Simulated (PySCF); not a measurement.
A GIAO shielding run with PySCF (density fitting, non-relativistic, gas phase) on `C1SB(C)SC1`, C3H7BS2:

```
$ OMP_NUM_THREADS=1 python probes_run.py task.json out

{"job": {"kind": "nmr", "xc": "LC-wPBE", "basis": "pcSseg-1", "pop": false}, "charge": 0, "multiplicity": 1}
C      2.412196     0.543031     0.073525
B      0.890604     0.168189     0.025479
S      0.134430    -0.731947    -1.340953
C     -1.487413    -0.970691    -0.530324
C     -1.780679     0.200499     0.383253
S     -0.272199     0.642488     1.317677
H      2.785211     0.629776     1.105128
H      3.043938    -0.172083    -0.473174
H      2.551446     1.531511    -0.397909
H     -1.441800    -1.912393     0.038738
H     -2.256727    -1.075116    -1.309920
H     -2.092700     1.085545    -0.192873
H     -2.576994    -0.042781     1.102397
```

Hardware: 1 thread of an Arm Neoverse V1, shared host. The job also computes ring-centre shieldings.

(1) How large is the calculation?

(2) How long does it take, and how much memory does it need?

(3) And these other runs on the same molecule and hardware: GIAO shielding at B3LYP/pcSseg-1; GIAO shielding at B97-D/pcSseg-1; GIAO shielding at BLYP/pcSseg-1; GIAO shielding at BP86/pcSseg-1; GIAO shielding at HF/pcSseg-1; GIAO shielding at KT2/pcSseg-1?

## Answers

(1) 62 electrons, 151 basis functions and 825 auxiliary functions.

(2) 29 s of wall time, with 13 SCF cycles and 7 response iterations; peak memory 0.79 GiB. Times on a shared host scatter by some tens of per cent.

(3) B3LYP/pcSseg-1: 151 functions, 15 s; B97-D/pcSseg-1: 151 functions, 21 s; BLYP/pcSseg-1: 151 functions, 21 s; BP86/pcSseg-1: 151 functions, 22 s; HF/pcSseg-1: 151 functions, 8 s; KT2/pcSseg-1: 151 functions, 22 s.
